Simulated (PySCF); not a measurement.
PySCF input file for TiI3, SMILES [I][Ti]([I])[I] (connectivity only; charge and spin as stated), neutral, multiplicity 2, TDA-PBE0/def2-SVPD. Geometry: PBE0-D3(BJ)/def2-SVP. The multiplicity is an assumed one; no other spin state was optimised. The isomer is the one that the SMILES or the coordinates give; other isomers of the formula were not compared. The def2 effective core potentials stand for the cores of I; spin–orbit coupling is left out.

```python
import numpy as np
from pyscf import gto, scf, dft, tdscf

mol = gto.M(
    atom='''
    Ti   -0.00000000    0.00000000   -0.00000000
    I     2.54944276   -0.00000000    0.00000000
    I    -1.27472138   -2.20788220    0.00000000
    I    -1.27472139    2.20788220    0.00000000
    ''',
    basis='def2-SVPD',
    ecp={'I': 'def2-svp'},
    charge=0,
    spin=1,
    max_memory=1600,
    verbose=4,
)
mf = dft.UKS(mol, xc='pbe0').density_fit(auxbasis='def2-universal-jkfit')
mf.grids.level = 3
mf.conv_tol = 1e-9
mf.max_cycle = 100
mf.kernel()
fine, coarse = mf.grids, dft.Grids(mol).set(level=1).build(with_non0tab=True)
for _ in range(3):  # follow internal instabilities
    mf.grids = coarse
    mo, _, stable, _ = mf.stability(return_status=True, nroots=4)
    mf.grids = fine
    if stable:
        break
    mf.kernel(mf.make_rdm1(mo, mf.mo_occ))
mf.grids = dft.Grids(mol).set(level=1).build(with_non0tab=True)  # coarser grid for the response kernel
td = tdscf.TDA(mf)
td.nstates = 10
td.conv_tol = 1e-4
td.positive_eig_threshold = 1e-6
td.kernel(x0=td.get_init_guess(mf, 15))
td.analyze(verbose=3)
```

Output:

```
PySCF version 2.14.0

[INPUT] verbose = 4
[INPUT] num. atoms = 4
[INPUT] num. electrons = 97
[INPUT] charge = 0
[INPUT] spin (= nelec alpha-beta = 2S) = 1
[INPUT] symmetry False subgroup None
[INPUT] Mole.unit = angstrom
[INPUT] Symbol           X                Y                Z      unit          X                Y                Z       unit  Magmom
[INPUT]  1 Ti     0.000000000000   0.000000000000   0.000000000000 AA    0.000000000000   0.000000000000   0.000000000000 Bohr   0.0
[INPUT]  2 I      2.549442760000   0.000000000000   0.000000000000 AA    4.817748586655   0.000000000000   0.000000000000 Bohr   0.0
[INPUT]  3 I     -1.274721380000  -2.207882200000   0.000000000000 AA   -2.408874293328  -4.172292673302   0.000000000000 Bohr   0.0
[INPUT]  4 I     -1.274721390000   2.207882200000   0.000000000000 AA   -2.408874312225   4.172292673302   0.000000000000 Bohr   0.0

nuclear repulsion = 567.180229749618
number of shells = 51
number of NR pGTOs = 286
number of NR cGTOs = 139
basis = def2-SVPD
ecp = {'I': 'def2-svp'}


[settings echo left out]
init E= -1647.18573374318

WARN: alpha nocc = 49  HOMO -1.21440263104851 >= LUMO -1.21440189043295

  beta  nocc = 48  HOMO = -1.63472952209498  LUMO = -1.21440263104851

WARN: HOMO -1.21440263104851 >= LUMO -1.21440263104851

cycle= 1 E= -1738.07135952415  delta_E= -90.9  |g|= 3.57  |ddm|= 11.6
  alpha nocc = 49  HOMO = -0.0486750723501049  LUMO = -0.0437544121646239
  beta  nocc = 48  HOMO = -0.10775186994996  LUMO = -0.0477044592772438

WARN: HOMO -0.0486750723501049 >= LUMO -0.0477044592772438

cycle= 2 E= -1717.94111871961  delta_E= 20.1  |g|= 6.05  |ddm|=   12
  alpha nocc = 49  HOMO = 0.0127610732301624  LUMO = 0.0277456348037712
  beta  nocc = 48  HOMO = -0.0801340594372717  LUMO = 0.0134830706402411

WARN: HOMO 0.0127610732301624 >= LUMO 0.0134830706402411

cycle= 3 E= -1738.08403885355  delta_E= -20.1  |g|=  2.5  |ddm|= 15.2
  alpha nocc = 49  HOMO = -0.347793058521903  LUMO = -0.328917440839451
  beta  nocc = 48  HOMO = -0.380569516671807  LUMO = -0.345382193980667
  HOMO = -0.347793058522  LUMO = -0.345382193981  gap/eV = 0.06560
cycle= 4 E= -1734.8267295894  delta_E= 3.26  |g|= 4.22  |ddm|= 13.7
  alpha nocc = 49  HOMO = -0.345230557683137  LUMO = -0.314470779511499
  beta  nocc = 48  HOMO = -0.372556443254874  LUMO = -0.333870114151299
  HOMO = -0.345230557683  LUMO = -0.333870114151  gap/eV = 0.30913
cycle= 5 E= -1735.79610112999  delta_E= -0.969  |g|= 4.01  |ddm|= 0.474
  alpha nocc = 49  HOMO = -0.346216033061308  LUMO = -0.324372234100178
  beta  nocc = 48  HOMO = -0.355240647847832  LUMO = -0.327378175850435
  HOMO = -0.346216033061  LUMO = -0.32737817585  gap/eV = 0.51260
cycle= 6 E= -1735.62782883642  delta_E= 0.168  |g|= 3.88  |ddm|= 1.29
  alpha nocc = 49  HOMO = -0.254456941902548  LUMO = -0.209837097775714
  beta  nocc = 48  HOMO = -0.313030096183044  LUMO = -0.24789743512427
  HOMO = -0.254456941903  LUMO = -0.247897435124  gap/eV = 0.17849
cycle= 7 E= -1742.2318290111  delta_E= -6.6  |g|= 0.579  |ddm|= 2.37
  alpha nocc = 49  HOMO = -0.215144638178284  LUMO = -0.0771727722652009
  beta  nocc = 48  HOMO = -0.254413354499462  LUMO = -0.0780879924273629
  HOMO = -0.215144638178  LUMO = -0.0780879924274  gap/eV = 3.72950
cycle= 8 E= -1742.37985509677  delta_E= -0.148  |g|= 0.358  |ddm|= 1.08
  alpha nocc = 49  HOMO = -0.273602088017368  LUMO = -0.103487176731007
  beta  nocc = 48  HOMO = -0.283475031314824  LUMO = -0.105391157016499
  HOMO = -0.273602088017  LUMO = -0.105391157016  gap/eV = 4.57725
cycle= 9 E= -1742.4722076718  delta_E= -0.0924  |g|= 0.0361  |ddm|= 0.41
  alpha nocc = 49  HOMO = -0.285182478860717  LUMO = -0.111609586183807
  beta  nocc = 48  HOMO = -0.288370777621566  LUMO = -0.112289228010048
  HOMO = -0.285182478861  LUMO = -0.11228922801  gap/eV = 4.70466
cycle= 10 E= -1742.47314556966  delta_E= -0.000938  |g|= 0.0163  |ddm|= 0.0767
  alpha nocc = 49  HOMO = -0.284427820997605  LUMO = -0.109919322401897
  beta  nocc = 48  HOMO = -0.288809009677703  LUMO = -0.110675648772558
  HOMO = -0.284427820998  LUMO = -0.110675648773  gap/eV = 4.72804
cycle= 11 E= -1742.47337434441  delta_E= -0.000229  |g|= 0.00446  |ddm|= 0.0314
  alpha nocc = 49  HOMO = -0.284192934044458  LUMO = -0.109240468521989
  beta  nocc = 48  HOMO = -0.288055419767924  LUMO = -0.109704480470209
  HOMO = -0.284192934044  LUMO = -0.10970448047  gap/eV = 4.74807
cycle= 12 E= -1742.47340504843  delta_E= -3.07e-05  |g|= 0.00201  |ddm|= 0.0127
  alpha nocc = 49  HOMO = -0.284698018519249  LUMO = -0.109507382980367
  beta  nocc = 48  HOMO = -0.288114267621915  LUMO = -0.109798470088972
  HOMO = -0.284698018519  LUMO = -0.109798470089  gap/eV = 4.75926
cycle= 13 E= -1742.47341747561  delta_E= -1.24e-05  |g|= 0.000719  |ddm|= 0.0095
  alpha nocc = 49  HOMO = -0.284691950118764  LUMO = -0.10952422698776
  beta  nocc = 48  HOMO = -0.288154277508144  LUMO = -0.109698787375933
  HOMO = -0.284691950119  LUMO = -0.109698787376  gap/eV = 4.76181
cycle= 14 E= -1742.47342058278  delta_E= -3.11e-06  |g|= 0.000418  |ddm|= 0.00488
  alpha nocc = 49  HOMO = -0.284677403325284  LUMO = -0.109559878032974
  beta  nocc = 48  HOMO = -0.288150920057939  LUMO = -0.109673638956944
  HOMO = -0.284677403325  LUMO = -0.109673638957  gap/eV = 4.76209
cycle= 15 E= -1742.47342174838  delta_E= -1.17e-06  |g|= 0.000265  |ddm|= 0.00325
  alpha nocc = 49  HOMO = -0.284663527863956  LUMO = -0.109592059650004
  beta  nocc = 48  HOMO = -0.288151838631561  LUMO = -0.109640921550517
  HOMO = -0.284663527864  LUMO = -0.109640921551  gap/eV = 4.76261
cycle= 16 E= -1742.47342223334  delta_E= -4.85e-07  |g|= 0.000122  |ddm|= 0.00248
  alpha nocc = 49  HOMO = -0.284647910216064  LUMO = -0.109589076952166
  beta  nocc = 48  HOMO = -0.288151850710091  LUMO = -0.109606658360458
  HOMO = -0.284647910216  LUMO = -0.10960665836  gap/eV = 4.76312
cycle= 17 E= -1742.47342234816  delta_E= -1.15e-07  |g|= 7.67e-05  |ddm|= 0.00134
  alpha nocc = 49  HOMO = -0.284675966332094  LUMO = -0.109617241686819
  beta  nocc = 48  HOMO = -0.288152778957909  LUMO = -0.109625726154631
  HOMO = -0.284675966332  LUMO = -0.109625726155  gap/eV = 4.76336
cycle= 18 E= -1742.47342235834  delta_E= -1.02e-08  |g|= 9.11e-05  |ddm|= 0.000456
  alpha nocc = 49  HOMO = -0.284661580506573  LUMO = -0.109609788619549
  beta  nocc = 48  HOMO = -0.288153220675464  LUMO = -0.109611635852703
  HOMO = -0.284661580507  LUMO = -0.109611635853  gap/eV = 4.76335
cycle= 19 E= -1742.47342236639  delta_E= -8.05e-09  |g|= 1.46e-05  |ddm|= 0.000258
  alpha nocc = 49  HOMO = -0.284664396871241  LUMO = -0.109611697083441
  beta  nocc = 48  HOMO = -0.288152821945338  LUMO = -0.10961218460974
  HOMO = -0.284664396871  LUMO = -0.10961218461  gap/eV = 4.76341
cycle= 20 E= -1742.47342236662  delta_E= -2.36e-10  |g|= 4.85e-06  |ddm|= 4.47e-05
  alpha nocc = 49  HOMO = -0.284662273583489  LUMO = -0.109609406126421
  beta  nocc = 48  HOMO = -0.288152835249277  LUMO = -0.109609870998029
  HOMO = -0.284662273583  LUMO = -0.109609870998  gap/eV = 4.76342
Extra cycle  E= -1742.47342236654  delta_E= 8.37e-11  |g|= 1.33e-05  |ddm|= 2.4e-05
converged SCF energy = -1742.47342236654  <S^2> = 0.76567354  2S+1 = 2.0156126
tot grids = 31536
uhf_internal: lowest eigs of H = [0.0243298  0.02448299 0.09266255 0.09283621]
<class 'pyscf.df.df_jk.DFUKS'> wavefunction is stable in the internal stability analysis
tot grids = 31536
Overwritten attributes  positive_eig_threshold  of <class 'pyscf.tdscf.uks.TDA'>


******** <class 'pyscf.tdscf.uks.TDA'> for <class 'pyscf.df.df_jk.DFUKS'> ********
nstates = 10
deg_eia_thresh = 1.000e-03
wfnsym = None
conv_tol = 0.0001
eigh lindep = 1e-12
eigh level_shift = 0
eigh max_cycle = 100


Excitation energies (eV)
[0.59487205 0.59519408 1.37804652 1.37923284 2.98559565 2.98561174
 3.10412431 3.1044861  3.20509433 3.30939631]

** Excitation energies and oscillator strengths **
Excited State   1:      0.59487 eV   2084.22 nm  f=0.0000
Excited State   2:      0.59519 eV   2083.09 nm  f=0.0000
Excited State   3:      1.37805 eV    899.71 nm  f=0.0016
Excited State   4:      1.37923 eV    898.94 nm  f=0.0016
Excited State   5:      2.98560 eV    415.27 nm  f=0.0000
Excited State   6:      2.98561 eV    415.27 nm  f=0.0000
Excited State   7:      3.10412 eV    399.42 nm  f=0.0093
Excited State   8:      3.10449 eV    399.37 nm  f=0.0093
Excited State   9:      3.20509 eV    386.83 nm  f=0.0000
Excited State  10:      3.30940 eV    374.64 nm  f=0.0068
```

The run converged.

Cost: around 5 core-minutes (rough).
